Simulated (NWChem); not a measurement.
System: SiNH3, singlet; SMILES N[SiH]

Excerpt of the output:

```
             Northwest Computational Chemistry Package (NWChem) 7.3.0
             --------------------------------------------------------

 CS  symmetry detected

                             Geometry "geometry" -> ""
                             -------------------------

 Output coordinates in angstroms (scale by  1.889725989 to convert to a.u.)

  No.       Tag          Charge          X              Y              Z
 ---- ---------------- ---------- -------------- -------------- --------------
    1 Si                  14.0000     0.08860758    -0.68435007     0.00000000
    2 H                    1.0000    -1.44097341    -0.85497232     0.00000000
    3 N                    7.0000     0.02156355     1.03274233     0.00000000
    4 H                    1.0000    -0.81507149     1.60801178     0.00000000
    5 H                    1.0000     0.86459398     1.59866522     0.00000000

 Effective nuclear repulsion energy (a.u.)      50.5996551834

      Symmetry information
      --------------------

 Group name             Cs
 Group number              2
 Group order               2
 No. of unique centers     5

  pbe96 is a nonlocal functional; adding pw91lda local functional.

                                 NWChem DFT Module
                                 -----------------

 Summary of "ao basis" -> "ao basis" (spherical)
 ------------------------------------------------------------------------------
       Tag                 Description            Shells   Functions and Types
 ---------------- ------------------------------  ------  ---------------------
 Si                         def2-svp                 8       18   4s3p1d
 H                          def2-svp                 3        5   2s1p
 N                          def2-svp                 6       14   3s2p1d

      Symmetry analysis of basis
      --------------------------

        a'         35
        a"         12

            General Information
            -------------------
          SCF calculation type: DFT
          Wavefunction type:  closed shell.
          No. of atoms     :     5
          No. of electrons :    24
           Alpha electrons :    12
            Beta electrons :    12
          Charge           :     0
          Spin multiplicity:     1
          Use of symmetry is: on ; symmetry adaption is: on
          Maximum number of iterations: 150
          AO basis - number of functions:    47
                     number of shells:    23
          Convergence on energy requested:  1.00D-06
          Convergence on density requested:  1.00D-05
          Convergence on gradient requested:  5.00D-04

              XC Information
              --------------
                     Hartree-Fock (Exact) Exchange  1.000
                     LC-wPBE(h)Exchange Functional  1.000
            Perdew 1991 LDA Correlation Functional  1.000 local
           PerdewBurkeErnz. Correlation Functional  1.000 non-local

           Range-Separation Parameters
           ---------------------------
           Alpha           :  0.00
           Beta            :  1.00
           Gamma           :  0.20
           Short-Range HF  :     F

             Grid Information
             ----------------
          Grid used for XC integration:  medium
          Radial quadrature: Mura-Knowles
          Angular quadrature: Lebedev.
          Tag              B.-S. Rad. Rad. Pts. Rad. Cut. Ang. Pts.
          ---              ---------- --------- --------- ---------
          Si                  1.10       88           8.0       590
          H                   0.35       45          10.0       434
          N                   0.65       49           8.0       434
          Grid pruning is: on
          Number of quadrature shells:   272
          Spatial weights used:  Erf1

      Superposition of Atomic Density Guess
      -------------------------------------

 Sum of atomic energies:        -344.48056295

      Non-variational initial energy
      ------------------------------

 Total energy =    -345.065322
 1-e energy   =    -575.768070
 2-e energy   =     180.103094
 HOMO         =      -0.229066
 LUMO         =      -0.036287

      Symmetry analysis of molecular orbitals - initial
      -------------------------------------------------

  Numbering of irreducible representations:

     1 a'          2 a"

  Orbital symmetries:

     1 a'          2 a'          3 a'          4 a'          5 a'
     6 a"          7 a'          8 a'          9 a'         10 a'
    11 a"         12 a'         13 a"         14 a'         15 a'
    16 a'         17 a'         18 a'         19 a'         20 a'
    21 a"         22 a'

   convergence    iter        energy       DeltaE   RMS-Dens  Diis-err
 ---------------- ----- ----------------- --------- --------- ---------
 d= 0,ls=0.0,diis     1   -345.6678554993 -3.96D+02  1.13D-02  2.53D-01
 d= 0,ls=0.0,diis     2   -345.6716956744 -3.84D-03  5.77D-03  2.22D-01
 d= 0,ls=0.0,diis     3   -345.6944098698 -2.27D-02  1.43D-03  1.55D-02
 d= 0,ls=0.0,diis     4   -345.6962096977 -1.80D-03  2.31D-04  4.42D-05
 d= 0,ls=0.0,diis     5   -345.6962195096 -9.81D-06  8.79D-05  4.72D-06
  Resetting Diis
 d= 0,ls=0.0,diis     6   -345.6962205695 -1.06D-06  2.09D-05  2.36D-07
 d= 0,ls=0.0,diis     7   -345.6962206318 -6.23D-08  3.64D-06  1.01D-08

         Total DFT energy =     -345.696220631810
      One electron energy =     -577.641226133690
           Coulomb energy =      210.030552105516
    Exchange-Corr. energy =      -28.685201786990
 Nuclear repulsion energy =       50.599655183354

 Numeric. integr. density =       24.000002823143

                  Occupations of the irreducible representations
                  ----------------------------------------------

                     irrep           alpha         beta
                     --------     --------     --------
                     a'               10.0         10.0
                     a"                2.0          2.0

                       DFT Final Molecular Orbital Analysis
                       ------------------------------------

 Vector   10  Occ=2.000000D+00  E=-4.154089D-01  Symmetry=a'
              MO Center= -5.6D-01, -4.2D-01, -3.4D-16, r^2= 2.2D+00
   Bfn.  Coefficient  Atom+Function         Bfn.  Coefficient  Atom+Function
  ----- ------------  ---------------      ----- ------------  ---------------
    19      0.310177  2 H  s                 28     -0.308738  3 N  py
     3      0.269672  1 Si s                  9     -0.213179  1 Si py
    20      0.171499  2 H  s                 26     -0.167464  3 N  s
    31      0.166399  3 N  py                 2      0.161524  1 Si s
    43      0.157084  5 H  s                  4      0.146740  1 Si s

 Vector   11  Occ=2.000000D+00  E=-3.596923D-01  Symmetry=a"
              MO Center=  2.9D-02,  8.0D-01, -2.6D-14, r^2= 1.2D+00
   Bfn.  Coefficient  Atom+Function         Bfn.  Coefficient  Atom+Function
  ----- ------------  ---------------      ----- ------------  ---------------
    29      0.538028  3 N  pz                32     -0.436797  3 N  pz
    13     -0.186594  1 Si pz                10     -0.163050  1 Si pz
     7      0.093992  1 Si pz                15     -0.063069  1 Si d -1

 Vector   12  Occ=2.000000D+00  E=-2.836729D-01  Symmetry=a'
              MO Center=  2.0D-01, -8.6D-01,  2.1D-14, r^2= 2.4D+00
   Bfn.  Coefficient  Atom+Function         Bfn.  Coefficient  Atom+Function
  ----- ------------  ---------------      ----- ------------  ---------------
     4      0.418554  1 Si s                  3      0.390140  1 Si s
    11      0.295737  1 Si px                 8      0.281679  1 Si px
    19     -0.255935  2 H  s                 20     -0.246025  2 H  s
     2      0.236300  1 Si s                 12     -0.167312  1 Si py
     5     -0.154495  1 Si px                 9     -0.147132  1 Si py

 Vector   13  Occ=0.000000D+00  E= 6.005843D-03  Symmetry=a"
              MO Center=  6.3D-02, -5.5D-01,  5.5D-15, r^2= 2.8D+00
   Bfn.  Coefficient  Atom+Function         Bfn.  Coefficient  Atom+Function
  ----- ------------  ---------------      ----- ------------  ---------------
    13      0.735093  1 Si pz                10      0.375006  1 Si pz
    32     -0.323713  3 N  pz                29      0.276794  3 N  pz
     7     -0.202213  1 Si pz                15     -0.039622  1 Si d -1

 Vector   14  Occ=0.000000D+00  E= 8.583546D-02  Symmetry=a'
              MO Center=  2.7D-02,  2.3D-01,  1.5D-15, r^2= 4.8D+00
   Bfn.  Coefficient  Atom+Function         Bfn.  Coefficient  Atom+Function
  ----- ------------  ---------------      ----- ------------  ---------------
    26      1.174428  3 N  s                 12     -0.698278  1 Si py
    39     -0.665692  4 H  s                 20     -0.528101  2 H  s
    11     -0.513691  1 Si px                44     -0.446196  5 H  s
    25      0.206752  3 N  s                  9     -0.174963  1 Si py
    38     -0.126403  4 H  s                 24      0.117436  3 N  s

 Vector   15  Occ=0.000000D+00  E= 1.493018D-01  Symmetry=a'
              MO Center=  2.2D-01,  5.5D-01,  4.2D-16, r^2= 5.2D+00
   Bfn.  Coefficient  Atom+Function         Bfn.  Coefficient  Atom+Function
  ----- ------------  ---------------      ----- ------------  ---------------
    20      1.217412  2 H  s                 44     -1.175470  5 H  s
    11      0.982051  1 Si px                26      0.885580  3 N  s
     4     -0.679378  1 Si s                 30      0.258807  3 N  px
     8      0.206574  1 Si px                31      0.191397  3 N  py
    19      0.181222  2 H  s                  3     -0.165640  1 Si s

     Multipole analysis of the density
     ---------------------------------

     L   x y z        total         alpha         beta         nuclear
     -   - - -        -----         -----         ----         -------
     0   0 0 0     -0.000000    -12.000000    -12.000000     24.000000

[...]
```

Level: LC-wPBE (HJS exchange hole, range parameter 0.2 per bohr)/def2-SVP, vertical spin-unrestricted ions. Low-valent species are run as closed-shell singlets; no triplet was tried in these runs. Geometry: optimised at PBE0/def2-SVP.

### Question
Which NWChem input produces such a log?

### Answer
This is not unique; one that fits is the input that was run:
```
start job
memory heap 200 mb stack 900 mb global 1100 mb
geometry units angstroms noautoz
  Si     0.116148    -0.687165     0.000000
  H     -1.409970    -0.886398     0.000000
  N      0.016964     1.028371     0.000000
  H     -0.830296     1.587874     0.000000
  H      0.849250     1.609980     0.000000
end
basis spherical
  Si library def2-svp
  H library def2-svp
  N library def2-svp
end
dft
  xc xwpbe 1.00 cpbe96 1.0 hfexch 1.00
  cam 0.2 cam_alpha 0.0 cam_beta 1.0
  iterations 150
  vectors input atomic output neutral.movecs
end
task dft energy
charge 1
dft
  odft
  mult 2
  vectors input atomic output cation.movecs
end
task dft energy
```
